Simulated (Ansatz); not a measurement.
Saddle point of AlSiH7O4, closed shell (AlSiH₇O₄ ([OH][Al]1([OH])[OH][SiH3][OH]1) → AlSiH₇O₄ ([OH][Al]([OH])([OH2])[O][SiH3]); bonds formed: O2–H5; bonds broken: O4–Si7, H5–O6; bonds weakened to dative contacts: Al1–O2), PBE0-D4/def2-TZVP structure:

Al1  (-0.850, -0.590, 0.544)
O2  (0.207, -0.199, 1.988)
O3  (-1.246, -2.215, 0.264)
O4  (-2.052, 0.589, 0.297)
H5  (0.883, 0.129, 0.943)
O6  (0.764, -0.010, -0.205)
Si7  (1.355, 0.902, -1.453)
H8  (-0.052, 0.495, 2.595)
H9  (-0.663, -2.945, 0.453)
H10  (-2.937, 0.353, 0.026)
H11  (2.770, 0.527, -1.692)
H12  (1.282, 2.344, -1.105)
H13  (0.539, 0.619, -2.656)
(Å)

Energies are electronic, without zero-point energy. Barriers and step energies count from the start structure reached by relaxing down the imaginary mode; all methods use the PBE0-D4 structures, on which another method's saddle can fall below an end. Ansatz 0.2.0; basis: def2-TZVPP, with def2-QZVPP for the basis limit; cores frozen in the correlated methods. B3LYP uses VWN-RPA correlation. Extrapolation: Hartree–Fock as exp(−7.88 √X), correlation as X^−2.97.

```csv
method,barrier (eV),step energy (eV)
SPW92,0.240,-0.084
PBE-D4,0.246,-0.224
BLYP-D4,0.225,-0.310
r2SCAN-D4,0.305,-0.259
B97M-V,0.449,-0.294
PBE0-D4,0.329,-0.244
B3LYP-D4,0.291,-0.318
r2SCAN0-D4,0.363,-0.267
BHLYP-D4,0.394,-0.338
CAM-B3LYP-D4,0.309,-0.309
wB97X-V,0.369,-0.270
wB97M-V,?,-0.246
B2PLYP,?,-0.342
PBE-QIDH,?,-0.269
RPA on PBE,0.349,-0.297
HF,0.458,-0.540
MP2,0.333,-0.288
CCSD,0.395,-0.328
CCSD(T),0.367,-0.299
```

Q: Fill in the withheld barriers. (An estimate is asked for; the value comes from the calculation.)

A: By the calculation: wB97M-V 0.404; PBE-QIDH 0.371; B2PLYP 0.300 eV. Each is the energy of the saddle less that of the start structure, by the same method.

For comparison, the barrier by CCSD(T) at an estimated basis limit (MP2 extrapolated from triple and quadruple zeta, plus CCSD(T) − MP2 in triple zeta) is 0.385 eV.

No T1 diagnostic of these runs exceeds 0.012.

Labels in which every atom is bracketed show which atoms are joined, not bond orders.

For scale, one of the runs: CCSD(T)/def2-TZVPP, 306 basis functions, launched by `ansatz run in.yaml --threads 8 --pin off --events-out ev --progress --plain --max-ram 19148MiB`. Hardware: 8 CPU threads of an Intel Xeon, shared host. Wall time 6.6 min; peak host memory 11 GiB.
